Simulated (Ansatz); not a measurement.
`B[SiH2]OCC` + H₂ → `CCO[SiH3]` + BH₃ at 400 K and 1 bar (hydrogenolysis of the Si–B bond).

Isolated molecules relaxed with PBE0-D4/def2-TZVP in Ansatz; ΔE leaves out vibrations. CBS: MP2 limit from def2 TZ/QZ plus the TZ coupled-cluster correction, frozen cores. This one scheme is used for every species. One conformer a species, not always the lowest.

| species | CCSD(T)/CBS energy (Eh) | H − E (kJ/mol) | S (J/(mol·K)) |
| --- | --- | --- | --- |
| `B[SiH2]OCC` | -470.55751 | 320.2 | 411.1 |
| H₂ | -1.17544 | 38.0 | 139.0 |
| `CCO[SiH3]` | -445.19614 | 281.3 | 362.0 |
| BH₃ | -26.55200 | 82.6 | 199.4 |

H − E and S are ideal-gas, rigid-rotor, harmonic terms from PBE0-D4/def2-TZVP, for one conformer and one mirror image of each species. For small species the MP2-based limit differs from directly extrapolated CCSD(T) by up to some mEh (0.8 for H₂); such offsets cancel only in part. 1 Eh = 2625.50 kJ/mol, R = 8.31446 J/(mol·K).

**Question.** By hand: ΔE, ΔH, ΔS and ΔG.

**Answer.** ΔE = (-445.19614) + (-26.55200) − (-470.55751) − (-1.17544) = -0.01519 Eh = -39.9 kJ/mol. Δ(H − E) = 281.3 + 82.6 − 320.2 − 38.0 = 5.7, so ΔH = -34.2 kJ/mol. ΔS = 362.0 + 199.4 − 411.1 − 139.0 = 11.3 J/(mol·K). ΔG = -34.2 − 400 × (11.3)/1000 = -38.7 kJ/mol.

**Question.** By hand: the equilibrium constant, and the temperature at which ΔG would vanish if ΔH and ΔS stayed fixed.

**Answer.** log₁₀ K = −ΔG/(RT ln 10) = 5.1. ΔH and −TΔS have one sign here, so there is no such temperature.

The number of gas molecules stays the same, so ΔS is small and ΔH decides. A doubt of 5 kJ/mol in ΔE shifts log₁₀ K by 0.7 here. Other conformers and mirror images would add mixing entropy, several J/(mol·K) or more a flexible species. Modes under 60 cm⁻¹, often nearly free rotors, make the harmonic entropy too high. These are equilibria of isolated gas molecules and say nothing of rates. Largest T1 diagnostic: 0.011 (customary marks: 0.02 for closed shells, 0.045 for open ones).

ΔS is within the doubt of such terms, so its sign, and with it that verdict, could turn.
